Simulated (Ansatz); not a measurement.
C3H5Br, SMILES `C=CCBr`, relaxed with RKS PBE0-D4/def2-TZVP in Ansatz from a PBE-D4/def2-SVP geometry. The force threshold is 0.005 eV/Å; the program also tests the step.

Total charge 0; spin multiplicity 1.

Start:

```xyz
9

C     0.881   -1.149   -0.082
C     0.245   -0.117    0.501
C    -0.535    0.906   -0.248
Br   -2.463    0.828    0.233
H     1.463   -1.873    0.509
H     0.846   -1.305   -1.173
H     0.286    0.008    1.597
H    -0.488    0.761   -1.343
H    -0.235    1.941    0.005
```

```json
{"step": "1", "energy (eV)": "-73227.5004", "largest force (eV/Å)": "0.542", "largest move (Å)": "0.000"}
{"step": "2", "energy (eV)": "-73227.5450", "largest force (eV/Å)": "0.146", "largest move (Å)": "0.032"}
{"step": "3", "energy (eV)": "-73227.5472", "largest force (eV/Å)": "0.062", "largest move (Å)": "0.021"}
{"step": "4", "energy (eV)": "-73227.5480", "largest force (eV/Å)": "0.026", "largest move (Å)": "0.019"}
{"step": "5", "energy (eV)": "-73227.5481", "largest force (eV/Å)": "0.013", "largest move (Å)": "0.004"}
{"step": "6 (rejected)", "energy (eV)": "-73227.5481", "largest force (eV/Å)": "0.033", "largest move (Å)": "0.002"}
{"step": "7", "energy (eV)": "-73227.5481", "largest force (eV/Å)": "0.004", "largest move (Å)": "0.001"}
```

End:

```xyz
9

C     0.871   -1.131   -0.080
C     0.242   -0.119    0.500
C    -0.529    0.897   -0.248
Br   -2.430    0.820    0.232
H     1.442   -1.848    0.498
H     0.836   -1.278   -1.155
H     0.279    0.002    1.580
H    -0.484    0.743   -1.323
H    -0.229    1.914   -0.003
```

Hardware: 4 threads of an Intel Xeon Platinum 8488C on a shared host. Wall time 14 s, peak host memory 0.44 GiB.
